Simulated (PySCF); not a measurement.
Nuclear quadrupole coupling in `C=PN1CCCC1`

C5H10NP.
SMILES with atom numbers: `[CH2:1]=[P:2][N:3]1[CH2:4][CH2:5][CH2:6][CH2:7]1` (hydrogens: H8, H9 on C1; H10, H11 on C4; H12, H13 on C5; H14, H15 on C6; H16, H17 on C7)

Geometry (GFN2-xTB, Å), atoms numbered from 1 in this order:
```xyz
17
C5H10NP angstrom
C      3.0089    0.4296    0.2839
P      1.7408    1.5060    0.1834
N      0.3646    0.5986    0.4758
C     -0.9618    1.1871    0.4287
C     -1.8011    0.1197   -0.2626
C     -1.2289   -1.1587    0.3494
C      0.2655   -0.8503    0.4936
H      2.9290   -0.6230    0.4863
H      3.9985    0.8175    0.1221
H     -1.3353    1.3560    1.4476
H     -0.9403    2.1422   -0.0964
H     -2.8670    0.2359   -0.0803
H     -1.6181    0.1406   -1.3378
H     -1.6731   -1.3282    1.3310
H     -1.4050   -2.0372   -0.2681
H      0.6757   -1.2562    1.4241
H      0.8405   -1.2676   -0.3412
```

Field gradients from the PBE0/pcSseg-1 density (PySCF, non-relativistic), principal values in atomic units, ordered |Vxx| ≤ |Vyy| ≤ |Vzz|:

```tsv
atom	Vxx	Vyy	Vzz
N3	0.4176	0.6402	-1.0578
```

Q: Find the asymmetry η = (Vxx − Vyy)/Vzz and the couplings χ = eQV/h (234.96 MHz × Q in barn × V in au), with Q(14N) = 0.02044 b.

A: 
| atom | environment | nucleus | η | χzz (MHz) | χxx (MHz) | χyy (MHz) |
| --- | --- | --- | --- | --- | --- | --- |
| N3 | nitrogen bonded to 2 C and P | 14N | 0.21 | -5.08 | 2.01 | 3.07 |

Q: What is Vzz at N3 in SI units (1 au = 9.71736 × 10²¹ V/m²)?

A: -1.0578 au = -10.279 × 10²¹ V/m².

Were the hydrogens deuterons (Q(2H) = 0.00286 b), χzz would run from 194 kHz (H10) to 237 kHz (H8).

Isolated species at its GFN2-xTB geometry (one conformer only). GFN2-xTB bond lengths can be off by several hundredths of an ångström, more for odd bonds, and the gradients follow them. The basis is small and wasn't made for field gradients, so the couplings can be 20 % off.
